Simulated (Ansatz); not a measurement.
Abridged output of a molecular run in Ansatz:

```
Functional definition: HF
1642 factors; integrals over basis functions are off by at most 1.1e-3 eV
mean field evaluation 1: about -31684.5268 eV, gradient 3.1e1 eV
mean field evaluation 2: about -31684.9067 eV, gradient 3.2e1 eV
mean field evaluation 4: about -31687.8951 eV, gradient 3.5e0 eV
mean field evaluation 8: about -31687.9520 eV, gradient 2.3e-1 eV
mean field -31687.95232831 eV, -1164.5107691999 hartree, gradient 3.6e-6 eV, S^2 0.000000; 0 other end points of the search recorded, 0 dependent functions left out
17 core orbitals not correlated: weight in the atoms' cores, before any rotation towards them, 1.000 or more for the frozen orbitals, at most 0.000 for the correlated occupied ones
reference -31687.95232831 eV, -1164.5107691999 hartree; 16, 16 occupied and 256, 256 virtual orbitals, 1642 factors
second order -22.71361811 eV of doubles, -0.00000000 eV of singles
cycle   1  -23.87551255 eV  change    -1.2e0 eV  update   1.1e-1
cycle   2  -24.51226038 eV  change   -6.4e-1 eV  update   3.1e-2
cycle   3  -24.61263075 eV  change   -1.0e-1 eV  update   1.3e-2
cycle   4  -24.60558715 eV  change    7.0e-3 eV  update   3.4e-3
cycle   5  -24.60474671 eV  change    8.4e-4 eV  update   1.6e-3
cycle   6  -24.60464271 eV  change    1.0e-4 eV  update   5.2e-4
cycle   7  -24.60449314 eV  change    1.5e-4 eV  update   2.1e-4
cycle   8  -24.60454631 eV  change   -5.3e-5 eV  update   8.2e-5
cycle   9  -24.60455962 eV  change   -1.3e-5 eV  update   3.5e-5
perturbative correction -1.09148975 eV, -0.0401115085 hartree
Total energy: -31713.64837768 eV, -1165.4550815968 hartree
```

Its atoms:

Cartesian coordinates in Å:
```
C -1.125 2.022 -0.209
Si -1.310 0.269 0.387
S -0.742 -1.157 -1.116
S 1.252 -0.649 -1.207
C 1.972 -1.745 0.027
H -1.774 2.208 -1.068
H -0.091 2.211 -0.505
H -1.390 2.723 0.587
H -2.730 -0.052 0.702
H -0.480 0.033 1.599
H 1.564 -1.539 1.016
H 3.045 -1.534 0.028
H 1.809 -2.788 -0.242
```

(1) Which basis set was used?
A. def2-SVP
B. cc-pV(T+d)Z
C. def2-QZVPP
D. cc-pV(Q+d)Z

(2) Write the keys of the input that set method, charge and spin (a neutral closed shell needs none for the last two).

Answers

(1) B. It gives 289 functions.

(2) 
```yaml
correlation: {method: ccsd_t}
```
